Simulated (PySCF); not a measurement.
H₂BFO₂ (SMILES OB(O)F), singlet, geometry from GFN2-xTB.

Input for PySCF:
```python
from pyscf import gto, scf, mp

mol = gto.M(
    atom='''
B    -0.05159491   -0.00555567    0.01071653
F     1.26974050    0.13672386   -0.26373156
O    -0.41760793   -0.73601234    1.06456634
H     0.29962872   -1.12006821    1.56831259
O    -0.94382562    0.58941511   -0.78178966
H    -0.57785025    1.09010971   -1.51052457
''',
    basis='cc-pvdz',
    verbose=4,
    max_memory=1800,
)

mf = scf.RHF(mol)
mf.kernel()

pt = mp.MP2(mf, frozen=4)
pt.kernel()
print('E(MP2) = %.10f' % pt.e_tot)
```

Q: What does this run give for the number of basis functions, MP2 correlation energy, SCF-reference HOMO-LUMO gap, total energy?

A: 
```
Item                                Value
---------------------------  ------------
number of basis functions              66
MP2 correlation energy         -0.6366 Eh
SCF-reference HOMO-LUMO gap      18.83 eV
total energy                 -275.8466 Eh
```
